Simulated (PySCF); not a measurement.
BiCl₂, SMILES [Cl][Bi+][Cl] (connectivity only; charge and spin as stated), charge +1, multiplicity 1. Atoms are numbered in the order given.

```xyz
3

Bi     0.0000     0.0000     0.4414
Cl     0.0000     1.7822    -1.0775
Cl     0.0000    -1.7822    -1.0775
```
Charge +1, spin multiplicity 1.

Geometry optimised at PBE0-D3(BJ)/def2-TZVP. The spin state was assumed, not searched. The isomer is the one that the SMILES or the coordinates give; other isomers of the formula were not compared. The def2 effective core potentials stand for the cores of Bi; spin–orbit coupling is left out.

Level of theory: CAM-B3LYP/def2-TZVPD run with PySCF.

Mulliken values depend strongly on the basis, most of all with diffuse functions as here. ESP charges are fitted to the potential on shells at 1.4 to 2.0 van der Waals radii. Atomic charges (e):

| atom | Mulliken | ESP fit |
|---|---|---|
| Bi1 | 1.36 | ? |
| Cl2 | -0.18 | ? |
| Cl3 | -0.18 | ? |

Some entries are withheld; supply them. (Estimate from the structure and the level; the computed values follow.)


- Bi1, ESP fit: 1.09
- Cl2, ESP fit: -0.05
- Cl3, ESP fit: -0.05
